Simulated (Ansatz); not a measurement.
Reactions of C3H5FGe, SMILES `[F][GeH2][C]1=CC1`.

Computed with Ansatz on PBE0-D4/def2-TZVP structures; ΔE is electronic, products minus reactants. CBS: MP2 limit from def2 TZ/QZ plus the TZ coupled-cluster correction, frozen cores. This one scheme is used for every species. Functionals use def2-TZVPP. Elements past krypton have def2 core potentials. For Ge, I outer-core shells are correlated without core-valence functions, which leaves a few kJ/mol of doubt a bond. Scalar relativity is left out up to krypton. One conformer a species, not always the lowest.

```json
{"reaction": "`[F][GeH2][C]1=CC1` + HI → `[F][GeH2][I]` + `C1=CC1`", "PBE0-D4 (kJ/mol)": "-73", "CCSD(T)/CBS(def2) (kJ/mol)": "-69"}
{"reaction": "`[F][GeH2][C]1=CC1` + `BCS` → `BC[S][GeH2][F]` + `C1=CC1`", "PBE0-D4 (kJ/mol)": "-47", "CCSD(T)/CBS(def2) (kJ/mol)": "-44"}
{"reaction": "`[F][GeH2][C]1=CC1` + CH₄ → `[CH3][GeH2][C]1=CC1` + H–F", "PBE0-D4 (kJ/mol)": "75", "CCSD(T)/CBS(def2) (kJ/mol)": "72"}
{"reaction": "`[F][GeH2][C]1=CC1` → `C1=CC1` + `[F][GeH]`", "PBE0-D4 (kJ/mol)": "133", "CCSD(T)/CBS(def2) (kJ/mol)": "129"}
{"reaction": "`[F][GeH2][C]1=CC1` → `FC1=[CH][GeH2][CH2]1`", "PBE0-D4 (kJ/mol)": "-32", "CCSD(T)/CBS(def2) (kJ/mol)": "-23"}
```

Largest T1 diagnostic: 0.014, for `[F][GeH]`.
